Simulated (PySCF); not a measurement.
**A thermochemical cycle for CsZn**

r²SCAN in PySCF with def2-SVP on every atom (core potentials on Cs), for the lowest determinant that a PBE0 search found; no spin–orbit coupling. CsZn, a doublet (σ ↑), has De = 0.10 eV to neutral atoms, and CsZn⁺, a singlet (closed shell), has De = 0.18 eV to Cs⁺ + Zn.

The adiabatic ionisation energy of CsZn, between the minima, is 3.71 eV.

Q: Which ionisation energy of the Cs atom does this level give?

A: IE(Cs) = IE(molecule) + De(ion) − De(neutral) = 3.71 + 0.18 − 0.10 = 3.79 eV; the measured value is 3.894 eV (NIST ASD).

Closed-shell solutions of metal pairs were not tested for spin polarisation, which can lower them a little. Weak bonds: CsZn, CsZn⁺. Basis-set superposition, not corrected here, can be much of De in a small basis, most of all at correlated wavefunction levels. Spin–orbit coupling is left out. For an ion De counts to the pair picked by the measured ionisation energies or electron affinities, which need not be the lowest pair at this level. States were picked by a PBE0 search and need not be the measured ground states.
